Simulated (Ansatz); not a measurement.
Question: Name a neutral molecule of C, Ge, P and H with size of the dipole moment (B3LYP/def2-TZVPP) between 1.35 and 1.65 D and HOMO–LUMO gap (PBE0/def2-TZVPP) between 7.55 and 7.85 eV (Ansatz, PBE0-D4/def2-TZVP geometry).

Answer: `[CH3][GeH]([CH3])[PH2]` (1.41 D, 7.66 eV). Other molecules can fit too; these were computed, each in one conformer that needn't be the lowest.

B3LYP here is the variant with VWN-RPA as its local correlation; programs differ in this.
